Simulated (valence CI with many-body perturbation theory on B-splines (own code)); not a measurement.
## Valence orbitals of Nd54+

Level of theory: relativistic CI+MBPT: four valence electrons over a frozen Dirac-Fock core [He], a basis of 11 s, 11 p, 9 d, 7 f, 5 g, 2 h, 1 i functions for each j, with the one-electron correlation potential Σ1 (screened to all orders), the two-electron term Σ2, the three-electron term Σ3, Breit, model QED; selected single and double excitations, second order for the rest (own B-spline code, finite nucleus).

No measured spectrum was set against this ion. As an estimate, large intervals hold to a few tenths of a per cent, small ones and those within an open d or f shell to about a per cent. Among the levels kept, up to 280 cm⁻¹ of a level comes from second order outside the variational space, and about a tenth of that is noise between levels of different J, which matters for small intervals.

These are the spectroscopic orbitals of the CI (the correlating ones are not listed), shaped by the core and the other valence electrons. h is the expectation value of the core's Dirac-Fock operator, without the valence repulsion; Σ1 is computed up to l = 3 at one energy for each symmetry, that of its lowest orbital but kept below the first core excitation, so for empty shells it is not the orbital's own correlation shift; Breit and QED include the response of the core.

```tsv
Orbital	h (hartree)	Σ1 (cm⁻¹)	Breit (cm⁻¹)	QED (cm⁻¹)	⟨r⟩ (bohr)
2s1/2	-454.05	-1395	62232	70895	0.09643
3s1/2	-198.07	-342	17223	20387	0.2244
4s1/2	-110.03	-134	6850	8333	0.4077
5s1/2	-69.833	-66.1	3426	4194	0.6450
2p1/2	-448.85	-3677	124477	403	0.08028
3p1/2	-196.59	-825	33275	-90.4	0.2097
4p1/2	-109.42	-317	13264	-51.4	0.3941
5p1/2	-69.525	-155	6620	-28.5	0.6326
2p3/2	-426.83	-2644	45785	7861	0.08604
3p3/2	-190.06	-596	12487	2057	0.2178
4p3/2	-106.68	-229	5737	831	0.4048
5p3/2	-68.129	-113	2886	417	0.6459
3d3/2	-189.47	-277	1205	-205	0.1843
4d3/2	-106.43	-119	659	-57.4	0.3724
5d3/2	-68.004	-61.1	335	-23.5	0.6146
3d5/2	-187.56	-246	394	670	0.1871
4d5/2	-105.62	-105	215	309	0.3758
5d5/2	-67.588	-54.0	104	163	0.6187
4f5/2	-105.55	-22.5	7.0	-95.4	0.3235
5f5/2	-67.553	-12.8	5.8	-46.9	0.5670
4f7/2	-105.15	-21.5	2.0	85.0	0.3253
5f7/2	-67.351	-12.1	1.7	45.9	0.5691
5g7/2	-67.34		0.0	-30.4	0.4971
5g9/2	-67.22		0.0	24.4	0.4985
```

Among the shells of the start configuration 2s2 2p2, Σ1 is largest in size for 2p1/2, where it is 0.0037 % of h.

Lowest root of each symmetry, sizes in configuration state functions:

```tsv
J	Parity	Roots	Reference	Variational	Second order	Change by selected CI (cm⁻¹)	Change by second order (cm⁻¹)
0	even	12	38	22343	25918	-20855	0
1	even	20	83	40000	55957	-18776	-28
2	even	22	93	39998	132694	-20562	-102
3	even	11	63	39997	139886	-19751	-64
4	even	5	31	39993	136625	-18181	-11
5	even	2	11	21808	59220	-19695	-12
0	odd	8	37	18263	29441	-23197	-1
1	odd	20	94	39999	120033	-25804	-17
2	odd	19	100	39999	108337	-20051	-59
3	odd	9	70	40000	139424	-20335	-64
4	odd	3	36	32522	93816	-21814	-9
```
